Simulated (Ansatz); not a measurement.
System: fluoro(triiodo)germane, sum formula GeI$_{3}$F, charge 0, multiplicity 1. SMILES: [I][Ge]([I])([I])[F]
Geometry: optimised at B3LYP-D3(BJ)/def2-TZVP (Ansatz, a quantum-chemistry and plane-wave program).

Computed values are from Ansatz. Correlated levels leave the core frozen unless marked. UHF or UKS for open shells. No spin-orbit coupling. Frozen are the shells of the preceding noble gas and the d and f shells that filled before the atom's block. Past Kr the def2 sets carry scalar-relativistic core potentials. Basis-set limits of correlation are two-point, X^-3; Hartree-Fock from the larger set. The bracket is a focal-point correction in the basis named.

```yaml
atomisation energy De: 294.4 kcal/mol at CCSD(T)/CBS(def2-TZVPPD,def2-QZVPPD)
vertical electron affinity (to the doublet; negative means unbound): 1.52 eV at RI-MP2/CBS(def2-TZVPPD,def2-QZVPPD)+[CCSD(T)-MP2]/def2-TZVPPD
vertical_triplet_singlet_gap: 3.99 eV at RI-MP2/CBS(def2-TZVPPD,def2-QZVPPD)+[CCSD(T)-MP2]/def2-TZVPPD
total_energy: -3066.0505 Eh at CCSD(T)/CBS(def2-TZVPPD,def2-QZVPPD)
dipole_moment: 1.63 D at CCSD(T)/def2-SVPD
T1 diagnostic: 0.012 at CCSD/def2-QZVPPD
```
